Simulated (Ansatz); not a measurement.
Ansatz (a first-principles code) input (B3LYP/def2-TZVPD):

Ansatz 0.2 input:
```yaml
crystal:
  periodic: [false, false, false]
  atoms:
    - {symbol: Ti, position_ang: [0.22658364, -0.14545538, 0.25196202]}
    - {symbol: O, position_ang: [1.07946960, -0.08201922, -1.12991807]}
    - {symbol: F, position_ang: [-1.51339967, 0.42846359, 0.38846444]}
basis:
  gaussian:
    orbitals: def2-TZVPD
hamiltonian:
  xc: {name: B3LYP}
total_charge: 1
```

End of the output:

```
integrals: 0.05 GiB planned
868 factors; their error is unknown
mean field: 0.44 GiB planned
mean field evaluation 1: about -27838.8375 eV, gradient 1.5e2 eV
mean field evaluation 2: about -27069.3296 eV, gradient 6.0e2 eV
mean field evaluation 4: about -27773.0816 eV, gradient 2.5e2 eV
mean field evaluation 8: about -27875.1708 eV, gradient 1.6e-1 eV
mean field -27875.17092026 eV, -1024.3936368500 hartree, gradient 1.9e-5 eV, S^2 0.000000; 0 other end points of the search recorded, 0 dependent functions left out
reference -27875.17115092 eV, -1024.3936453266 hartree; 19, 19 occupied and 109, 109 virtual orbitals, 868 factors
Total energy: -27875.17115092 eV, -1024.3936453266 hartree
```

This state (charge 1, singlet) is run at the relaxed geometry of the species with charge 0 and multiplicity 2.
